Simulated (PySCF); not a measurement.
# One molecule, several mistakes: AlB2H4O

All numbers below are calculated, not measured. They come from PySCF 2.14.0, an open-source quantum chemistry program, on an isolated molecule that a program drew, which may never have been made. The molecule is AlB2H4O (charge 0, doublet), drawn as the SMILES string `[BH2][Al][BH]O`.

Each row is a Hartree-Fock (HF) and frozen-core CCSD(T) single point in the cc-pV(D+d)Z basis, meant for a local HF minimum. Run 1 is clean. Each other run has one planted mistake out of seven kinds, and not every kind appears here: one electron removed, one electron added, multiplicity raised by two, geometry at a saddle point, minimal basis STO-3G, one bond length entered in bohr, all coordinates scaled. The reference is restricted for singlets and unrestricted otherwise, and also for a bond in bohr. Adding or removing an electron swaps singlet and doublet. Electrons count all cores. HOMO and LUMO are orbital energies over both spins, the gradient is its largest component, and the lowest frequency (negative if imaginary) is given only where the gradient is small. Bond lengths are over the 7 bonds as drawn. T1 is the CCSD diagnostic: over 0.02 (restricted) or 0.045 (unrestricted) a single reference is doubtful.

Geometry of the clean run:
```xyz
8
AlB2H4O, angstrom
B    -2.4339    1.8284    0.4995
Al   -0.7890    1.4899   -0.7890
B     0.3780   -0.2530   -1.3655
O     1.6001   -0.6345   -0.9258
H    -2.2816    2.2353    1.6229
H    -3.5708    1.7314    0.1150
H    -0.0773   -0.9676   -2.2280
H     1.9795   -0.0867   -0.2577
```

```
run,electrons,basis functions,<S^2>,HOMO (eV),LUMO (eV),gradient (hartree/bohr),lowest frequency (cm^-1),mean bond (Å),longest bond (Å),T1,HF (hartree),CCSD(T) (hartree),mistake
1,35,85,0.797,-7.22,0.71,1.9e-05,70,1.4581,2.175,0.0278,-368.44338,-368.89923,no fault
2,34,85,0.000,-14.98,-5.96,3.9e-02,-,1.4581,2.175,0.0190,-368.20204,-368.64677,one electron removed
3,35,85,1.429,-7.55,0.49,1.9e-02,-,1.6118,2.285,0.0604,-368.33436,-368.78867,one bond length entered in bohr
4,35,85,3.791,-6.44,-0.83,3.9e-02,-,1.4581,2.175,0.0337,-368.34447,-368.79114,multiplicity raised by two
5,35,85,0.800,-7.28,0.68,2.6e-02,-,1.5048,2.245,0.0281,-368.43728,-368.89602,all coordinates scaled
6,36,85,0.000,-0.43,5.97,2.7e-02,-,1.4581,2.175,0.0317,-368.43462,-368.93232,?
```

**Which mistake was planted in run 6, and what did it cost?**

It counts 36 electrons, one more than the clean run, at the same geometry and basis. So the mistake is: one electron added. Subtracting run 1 and multiplying by 627.51 kcal/mol a hartree, the energy moved by 5.5 kcal/mol in HF and -20.8 kcal/mol in CCSD(T).

Cautions from the logs. Run 3: T1 is over the limit, so its CCSD(T) energy is less reliable; run 6: T1 is over the limit, so its CCSD(T) energy is less reliable.
